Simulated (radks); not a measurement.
Results of a calculation; reference values are marked as such.
The lead ion Pb2+, 80 electrons, occupied as [Hg] (the NIST ground configuration).

Level of theory: scalar-relativistic Kohn-Sham, PBE, spin-unpolarised, spherical densities, point nucleus (a radial shooting solver on a logarithmic mesh with Libxc functionals).

Energy parts (Ry):
total: -41762.3444
kinetic: 47220.8685
electron-nucleus: -104191.0494
Hartree: 15979.7565
exchange-correlation: -771.9200

Orbitals (lengths in bohr, moments of r in powers of bohr; <r^-3> diverges for s and p1/2; r(max) is where P^2 peaks):
[
 {"orbital": "1s", "occ.": "2", "eigenvalue (Ry)": "-6479.312", "<r^-3>": "-", "r(max)": "0.009837", "<r^4>": "3.529e-07", "<r^2>": "0.0003570"},
 {"orbital": "2s", "occ.": "2", "eigenvalue (Ry)": "-1159.895", "<r^-3>": "-", "r(max)": "0.05713", "<r^4>": "0.00005095", "<r^2>": "0.005417"},
 {"orbital": "2p", "occ.": "6", "eigenvalue (Ry)": "-994.8826", "<r^-3>": "29570", "r(max)": "0.04761", "<r^4>": "0.00004235", "<r^2>": "0.004618"},
 {"orbital": "3s", "occ.": "2", "eigenvalue (Ry)": "-279.3745", "<r^-3>": "-", "r(max)": "0.1611", "<r^4>": "0.001828", "<r^2>": "0.03484"},
 {"orbital": "3p", "occ.": "6", "eigenvalue (Ry)": "-232.0717", "<r^-3>": "6860", "r(max)": "0.1613", "<r^4>": "0.002043", "<r^2>": "0.03612"},
 {"orbital": "3d", "occ.": "10", "eigenvalue (Ry)": "-183.8851", "<r^-3>": "832.6", "r(max)": "0.1314", "<r^4>": "0.001569", "<r^2>": "0.02993"},
 {"orbital": "4s", "occ.": "2", "eigenvalue (Ry)": "-64.20840", "<r^-3>": "-", "r(max)": "0.3622", "<r^4>": "0.03992", "<r^2>": "0.1665"},
 {"orbital": "4p", "occ.": "6", "eigenvalue (Ry)": "-48.71037", "<r^-3>": "1687", "r(max)": "0.3824", "<r^4>": "0.05370", "<r^2>": "0.1909"},
 {"orbital": "4d", "occ.": "10", "eigenvalue (Ry)": "-30.78824", "<r^-3>": "181.0", "r(max)": "0.3884", "<r^4>": "0.07224", "<r^2>": "0.2143"},
 {"orbital": "5s", "occ.": "2", "eigenvalue (Ry)": "-11.82845", "<r^-3>": "-", "r(max)": "0.7888", "<r^4>": "0.9580", "<r^2>": "0.8161"},
 {"orbital": "4f", "occ.": "14", "eigenvalue (Ry)": "-11.00211", "<r^-3>": "36.70", "r(max)": "0.3498", "<r^4>": "0.1190", "<r^2>": "0.2467"},
 {"orbital": "5p", "occ.": "6", "eigenvalue (Ry)": "-7.54190", "<r^-3>": "312.9", "r(max)": "0.8819", "<r^4>": "1.724", "<r^2>": "1.076"},
 {"orbital": "5d", "occ.": "10", "eigenvalue (Ry)": "-2.78168", "<r^-3>": "21.38", "r(max)": "1.071", "<r^4>": "6.363", "<r^2>": "1.936"},
 {"orbital": "6s", "occ.": "2", "eigenvalue (Ry)": "-2.01703", "<r^-3>": "-", "r(max)": "1.918", "<r^4>": "42.03", "<r^2>": "5.314"}
]

The highest occupied level is 6s at -27.443 eV. The density falls to 0.001 e/bohr^3 at r = 3.68 bohr.
